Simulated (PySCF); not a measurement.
A made-up structure of B₂H₃OF, singlet:

```xyz
7
angstrom
B -0.7336 0.9730 -0.1515
B 0.2867 -0.3752 -0.1397
O 0.6992 -0.9433 1.0151
F 0.7070 -0.9071 -1.2997
H 0.6422 -0.3759 1.7997
H -0.3007 2.0885 -0.1527
H 1.2767 -1.7033 0.8818
```

It is relaxed with PBE-D4/def2-SVP and then PBE0-D4/def2-TZVP (PySCF 2.14 with density fitting (its default auxiliary sets; JK sets also for MP2 and CCSD(T))). Atoms count as bonded within 1.22 times the sum of their covalent radii (H–H: 0.88 Å). The end point is not checked to be a true minimum.

Q: Does its bonding change? (A judgement: the text doesn't fix the answer.)

A: The calculation gives: No: no bond forms or breaks.

Where it ends: The first stage lowers the energy by 1.41 eV in 32 steps. It ends as B₂H₃OF ([BH][B]([OH2])[F]):
```csv
atom,x (Å),y (Å),z (Å)
B1,-0.4728,1.0460,-0.2586
B2,0.5711,-0.0636,-0.1924
O3,0.5570,-0.8392,1.2246
F4,1.5398,-0.6473,-0.9349
H5,1.4054,-0.7608,1.6825
H6,-1.2910,1.8952,-0.2648
H7,0.3595,-1.7795,1.1148
```

Labels in which every atom is bracketed show which atoms are joined, not bond orders.

For scale, one of the runs: PBE0-D4/def2-TZVP relaxation, 142 basis functions, launched by `OMP_NUM_THREADS=2 python run.py`. Hardware: 2 CPU threads of an Arm Neoverse V1, shared host. Wall time 6.8 min; peak host memory 1.4 GiB.
